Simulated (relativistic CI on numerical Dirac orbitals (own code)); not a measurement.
# Level scheme of Cu⁵⁺

These numbers are calculated, not measured: Dirac-Coulomb-Breit CI, orbitals from a KLI potential per configuration, model QED (radiative potential, 1s self-energy scaled to tabulated hydrogen-like ionisation energies), valence Slater integrals scaled by 0.85, P86 correlation energy added to each configuration (own radial code, finite nucleus).

Configuration list (outside the closed core [Ne]): 3s2 3p6 3d6, 3s2 3p6 3d5 4s, 3s2 3p5 3d7, 3s2 3p6 3d5 4p, 3s2 3p6 3d5 4d, 3s2 3p4 3d8, 3s2 3p6 3d5 5s, 3s2 3p6 3d5 5p, 3s 3p6 3d7, 3s2 3p6 3d5 4f, 3s2 3p6 3d4 4s2, 3s2 3p6 3d5 5d, 3s2 3p6 3d5 6s, 3s2 3p6 3d5 6p, 3s2 3p6 3d5 5f, 3s2 3p6 3d5 5g, 3s2 3p6 3d4 4s 4p, 3s2 3p6 3d5 6d, 3s2 3p6 3d4 4p2, 3s2 3p6 3d4 4s 4d, 3s2 3p5 3d6 4s, 3p6 3d8, 3s2 3p6 3d4 4p 4d, 3s2 3p5 3d6 4p. Levels of other configurations are missing.

The lowest level is 3s2 3p6 3d6 5D_4, with 99 % of that term; Hund's rules for 3s2 3p6 3d6 give 5D with J = 4, in agreement.

```csv
No.,Configuration,Term,J,E (cm⁻¹),%,Landé g,Lifetime (s)
1,3s2 3p6 3d6,5D,4,0,99,1.499,
2,3s2 3p6 3d6,5D,3,1177,99,1.500,1.77e+01
3,3s2 3p6 3d6,5D,2,1942,99,1.500,3.46e+01
4,3s2 3p6 3d6,5D,1,2428,99,1.500,9.32e+01
5,3s2 3p6 3d6,5D,0,2663,99,,4.79e+02
6,3s2 3p6 3d6,3P,2,25690,98,1.498,2.34e-01
7,3s2 3p6 3d6,3P,1,29050,98,1.497,1.58e-01
8,3s2 3p6 3d6,3H,6,29498,99,1.165,
9,3s2 3p6 3d6,3F,4,29514,69,1.139,2.82e-01
10,3s2 3p6 3d6,3H,5,30040,94,1.042,1.79e+02
11,3s2 3p6 3d6,3P,0,30142,95,,1.65e-01
12,3s2 3p6 3d6,3F,3,30577,95,1.071,3.16e-01
13,3s2 3p6 3d6,3H,4,30784,75,0.909,8.45e-01
14,3s2 3p6 3d6,3F,2,31000,99,0.668,6.97e-01
15,3s2 3p6 3d6,3G,5,35488,94,1.190,1.46e+00
16,3s2 3p6 3d6,3G,4,36493,92,1.050,1.77e+00
17,3s2 3p6 3d6,3G,3,36909,96,0.762,1.02e+00
18,3s2 3p6 3d6,3D,2,43251,95,1.161,4.09e-01
19,3s2 3p6 3d6,3D,1,43428,99,0.503,3.27e-01
20,3s2 3p6 3d6,3D,3,43696,99,1.332,2.88e-01
21,3s2 3p6 3d6,1G,4,43719,96,1.000,2.13e-01
22,3s2 3p6 3d6,1I,6,44910,99,1.000,7.84e-01
23,3s2 3p6 3d6,1S,0,47432,96,,9.41e-02
24,3s2 3p6 3d6,1D,2,50242,94,1.005,2.09e-01
25,3s2 3p6 3d6,1F,3,60631,97,1.002,4.57e-01
26,3s2 3p6 3d6,3P,0,68296,99,,1.37e-01
27,3s2 3p6 3d6,3P,1,69360,99,1.500,1.25e-01
28,3s2 3p6 3d6,3F,2,70961,99,0.667,1.08e-01
29,3s2 3p6 3d6,3F,4,71089,98,1.248,1.04e-01
30,3s2 3p6 3d6,3F,3,71333,97,1.081,1.08e-01
31,3s2 3p6 3d6,3P,2,71476,99,1.498,1.45e-01
32,3s2 3p6 3d6,1G,4,81156,98,1.001,1.16e-01
33,3s2 3p6 3d6,1D,2,108100,99,0.999,2.65e-02
34,3s2 3p6 3d6,1S,0,136947,99,,1.61e-02
35,3s2 3p6 3d5 4s,7S,3,257340,99,2.001,1.84e-02
36,3s2 3p6 3d5 4s,5S,2,271313,99,2.000,7.01e-06
37,3s2 3p6 3d5 4s,5G,6,302705,99,1.333,2.82e-05
38,3s2 3p6 3d5 4s,5G,5,302819,99,1.266,2.85e-05
39,3s2 3p6 3d5 4s,5G,2,302821,99,0.334,2.87e-05
40,3s2 3p6 3d5 4s,5G,3,302848,99,0.917,2.87e-05
41,3s2 3p6 3d5 4s,5G,4,302856,99,1.150,2.86e-05
42,3s2 3p6 3d5 4s,5P,3,308954,84,1.640,2.56e-05
43,3s2 3p6 3d5 4s,5P,2,309191,86,1.787,2.59e-05
44,3s2 3p6 3d5 4s,5P,1,309525,92,2.431,2.60e-05
45,3s2 3p6 3d5 4s,3G,5,312041,99,1.199,7.62e-06
```

Energies count from the lowest computed level; lifetimes are radiative, by E1, M1, E2 decay to levels of this space only; some are left blank where a channel outside the calculation adds to the decay or the decay crosses a small, uncertain gap.

The mean weight of the leading LS term, summed over parents, in these 45 levels is 96 %, and that of the leading jj configuration (from the same eigenvectors) 53 %, so LS coupling describes them better.

At this charge configurations can still be misplaced by up to about 7 % of their energy. 62 of the 63 excited levels that our extract of the measured tables holds in this range could be paired (the sources list more); they are missed by 3904 cm⁻¹ on average and 8985 at most, and levels without a partner can miss by more.

Landé's interval rule says that E(J) − E(J−1) = AJ with one A. For the ground term the intervals give A = -235.1, -242.7, -255.2, -294.2 cm⁻¹ for J = 1, 2, 3, 4; the multiplet is inverted.
